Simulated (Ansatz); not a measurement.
The multiplicity is imposed and other spin states were not computed.

These are PBE-D3(BJ)/def2-SVP (Ansatz, a quantum-chemistry and plane-wave program) values and carry that method's errors. No frequencies were computed at this level.

Ansatz 0.2 input:
```yaml
crystal:
  periodic: [false, false, false]
  atoms:
    - { symbol: Au, position_ang: [-0.001892, -0.048049, -0.019202] }
    - { symbol: C, position_ang: [0.279233, 1.502116, -1.352238] }
    - { symbol: C, position_ang: [1.499914, 1.12253, -0.819436] }
    - { symbol: H, position_ang: [0.003623, 1.19808, -2.350442] }
    - { symbol: H, position_ang: [-0.214962, 2.394584, -1.000658] }
    - { symbol: H, position_ang: [1.964919, 1.717009, -0.048162] }
    - { symbol: H, position_ang: [2.18395, 0.522238, -1.399427] }
    - { symbol: O, position_ang: [-0.911847, -1.344034, 1.108113] }
    - { symbol: H, position_ang: [-1.065446, -2.190641, 0.696785] }
basis:
  gaussian: { orbitals: def2-svp }
hamiltonian:
  xc: pbe
  dispersion: d3bj
relax:
  max_steps: 150
```

Output:

```
Functional definition: PBE
1069 factors; their error is unknown
mean field evaluation 1: about -7874.1922 eV, gradient 8.1e1 eV
mean field evaluation 2: about -7793.5229 eV, gradient 1.9e2 eV
mean field evaluation 4: about -7888.1248 eV, gradient 1.7e1 eV
mean field evaluation 8: about -7888.6473 eV, gradient 1.5e-1 eV
mean field evaluation 16: about -7888.6103 eV, gradient 2.8e-3 eV
mean field -7888.61034664 eV, -289.9010831468 hartree, gradient 4.1e-5 eV, S^2 0.000000; 0 other end points of the search recorded, 0 dependent functions left out
reference -7888.61038974 eV, -289.9010847308 hartree; 22, 22 occupied and 77, 77 virtual orbitals, 1069 factors
relax step   1: F+E_penalty+E_count = -7888.78144241 eV  Δ(F+E_penalty+E_count) = +0.000e0 eV  max|allowed force component| = 9.741e-1 eV/Å  Δτ_max = 0.0000 Å  (29 SCF iters, accepted)
these checks for a lower state are left out or cut short: starts, cluster_reference, orbital_swaps, neighbouring_geometries, increment
1069 factors; their error is unknown
mean field -7888.74204709 eV, -289.9059230491 hartree, gradient 1.4e-5 eV, S^2 0.000000; 0 other end points of the search recorded, 0 dependent functions left out
reference -7888.74209042 eV, -289.9059246414 hartree; 22, 22 occupied and 77, 77 virtual orbitals, 1069 factors
relax step   2: F+E_penalty+E_count = -7888.91204726 eV  Δ(F+E_penalty+E_count) = -1.306e-1 eV  max|allowed force component| = 3.109e-1 eV/Å  Δτ_max = 0.0772 Å  (32 SCF iters, accepted)
these checks for a lower state are left out or cut short: starts, cluster_reference, orbital_swaps, neighbouring_geometries, increment
1069 factors; their error is unknown
mean field evaluation 32: about -7888.7497 eV, gradient 2.0e-5 eV
mean field -7888.74966663 eV, -289.9062030622 hartree, gradient 2.0e-5 eV, S^2 0.000000; 0 other end points of the search recorded, 0 dependent functions left out
reference -7888.74971014 eV, -289.9062046610 hartree; 22, 22 occupied and 77, 77 virtual orbitals, 1069 factors
relax step   3: F+E_penalty+E_count = -7888.91915028 eV  Δ(F+E_penalty+E_count) = -7.103e-3 eV  max|allowed force component| = 5.736e-1 eV/Å  Δτ_max = 0.0993 Å  (32 SCF iters, accepted)
these checks for a lower state are left out or cut short: starts, cluster_reference, orbital_swaps, neighbouring_geometries, increment
1069 factors; their error is unknown
mean field -7888.75724269 eV, -289.9064814770 hartree, gradient 1.2e-5 eV, S^2 0.000000; 0 other end points of the search recorded, 0 dependent functions left out
reference -7888.75728613 eV, -289.9064830736 hartree; 22, 22 occupied and 77, 77 virtual orbitals, 1069 factors
relax step   4: F+E_penalty+E_count = -7888.92673035 eV  Δ(F+E_penalty+E_count) = -7.580e-3 eV  max|allowed force component| = 2.644e-1 eV/Å  Δτ_max = 0.0770 Å  (33 SCF iters, accepted)
these checks for a lower state are left out or cut short: starts, cluster_reference, orbital_swaps, neighbouring_geometries, increment
1069 factors; their error is unknown
mean field -7888.75615938 eV, -289.9064416661 hartree, gradient 2.6e-5 eV, S^2 0.000000; 0 other end points of the search recorded, 0 dependent functions left out
reference -7888.75620291 eV, -289.9064432661 hartree; 22, 22 occupied and 77, 77 virtual orbitals, 1069 factors
relax step   5: F+E_penalty+E_count = -7888.92580717 eV  Δ(F+E_penalty+E_count) = +9.232e-4 eV  max|allowed force component| = 1.077e-1 eV/Å  Δτ_max = 0.0476 Å  (31 SCF iters, rejected (line search))
these checks for a lower state are left out or cut short: starts, cluster_reference, orbital_swaps, neighbouring_geometries, increment
1069 factors; their error is unknown
mean field -7888.75864746 eV, -289.9065331015 hartree, gradient 2.7e-5 eV, S^2 0.000000; 0 other end points of the search recorded, 0 dependent functions left out
reference -7888.75869090 eV, -289.9065346979 hartree; 22, 22 occupied and 77, 77 virtual orbitals, 1069 factors
relax step   6: F+E_penalty+E_count = -7888.92821026 eV  Δ(F+E_penalty+E_count) = -1.480e-3 eV  max|allowed force component| = 4.256e-2 eV/Å  Δτ_max = 0.0114 Å  (32 SCF iters, accepted)
these checks for a lower state are left out or cut short: starts, cluster_reference, orbital_swaps, neighbouring_geometries, increment
1069 factors; their error is unknown
mean field -7888.75135882 eV, -289.9062652491 hartree, gradient 1.8e-5 eV, S^2 0.000000; 0 other end points of the search recorded, 0 dependent functions left out
reference -7888.75140224 eV, -289.9062668447 hartree; 22, 22 occupied and 77, 77 virtual orbitals, 1069 factors
relax step   7: F+E_penalty+E_count = -7888.92096404 eV  Δ(F+E_penalty+E_count) = +7.246e-3 eV  max|allowed force component| = 1.206e-1 eV/Å  Δτ_max = 0.1000 Å  (31 SCF iters, rejected (line search))
these checks for a lower state are left out or cut short: starts, cluster_reference, orbital_swaps, neighbouring_geometries, increment
1069 factors; their error is unknown
mean field evaluation 64: about -7888.7587 eV, gradient 2.1e-1 eV
mean field -7888.75876406 eV, -289.9065373864 hartree, gradient 2.7e-5 eV, S^2 0.000000; 0 other end points of the search recorded, 0 dependent functions left out
reference -7888.75880747 eV, -289.9065389819 hartree; 22, 22 occupied and 77, 77 virtual orbitals, 1069 factors
relax step   8: F+E_penalty+E_count = -7888.92833184 eV  Δ(F+E_penalty+E_count) = -1.216e-4 eV  max|allowed force component| = 4.720e-2 eV/Å  Δτ_max = 0.0092 Å  (32 SCF iters, accepted)
these checks for a lower state are left out or cut short: starts, cluster_reference, orbital_swaps, neighbouring_geometries, increment
1069 factors; their error is unknown
mean field -7888.75885132 eV, -289.9065405932 hartree, gradient 2.6e-5 eV, S^2 0.000000; 0 other end points of the search recorded, 0 dependent functions left out
reference -7888.75889473 eV, -289.9065421886 hartree; 22, 22 occupied and 77, 77 virtual orbitals, 1069 factors
relax step   9: F+E_penalty+E_count = -7888.92841770 eV  Δ(F+E_penalty+E_count) = -8.585e-5 eV  max|allowed force component| = 1.064e-2 eV/Å  Δτ_max = 0.0067 Å  (32 SCF iters, accepted)
these checks for a lower state are left out or cut short: starts, cluster_reference, orbital_swaps, neighbouring_geometries, increment
1069 factors; their error is unknown
mean field -7888.75886997 eV, -289.9065412786 hartree, gradient 2.7e-5 eV, S^2 0.000000; 0 other end points of the search recorded, 0 dependent functions left out
reference -7888.75891339 eV, -289.9065428742 hartree; 22, 22 occupied and 77, 77 virtual orbitals, 1069 factors
relax step  10: F+E_penalty+E_count = -7888.92843505 eV  Δ(F+E_penalty+E_count) = -1.735e-5 eV  max|allowed force component| = 4.195e-3 eV/Å  Δτ_max = 0.0032 Å  (33 SCF iters, accepted)
1069 factors; their error is unknown
mean field evaluation 96: about -7888.7589 eV, gradient 3.8e-2 eV
mean field -7888.75886997 eV, -289.9065412786 hartree, gradient 2.9e-5 eV, S^2 0.000000; 1 other end points of the search recorded, 0 dependent functions left out
reference -7888.75891339 eV, -289.9065428742 hartree; 22, 22 occupied and 77, 77 virtual orbitals, 1069 factors
Total energy: -7888.92847846 eV, -289.9127742758 hartree
Atom 0 at    -0.035678    -0.068086     0.002541 Å, force    -0.000942    -0.003413    -0.000223 eV/Å
Atom 1 at     0.288844     1.537619    -1.381487 Å, force    -0.001900    -0.000135     0.001827 eV/Å
Atom 2 at     1.523743     1.141545    -0.836441 Å, force    -0.000341     0.000014     0.002988 eV/Å
Atom 3 at    -0.019083     1.197923    -2.384212 Å, force    -0.000621     0.000351    -0.002700 eV/Å
Atom 4 at    -0.237405     2.428180    -0.998992 Å, force     0.000175     0.001198    -0.000735 eV/Å
Atom 5 at     1.988476     1.714246    -0.016446 Å, force     0.001433     0.000778    -0.000795 eV/Å
Atom 6 at     2.204613     0.484733    -1.402755 Å, force     0.002145    -0.000332    -0.001070 eV/Å
Atom 7 at    -0.958134    -1.356363     1.157063 Å, force    -0.001083    -0.002655     0.000682 eV/Å
Atom 8 at    -1.017885    -2.205964     0.676061 Å, force     0.001133     0.004195     0.000027 eV/Å
Dipole moment:     0.331419     0.277532    -0.549059 e Å
```

Cost: about 30 core-seconds (a rough figure).
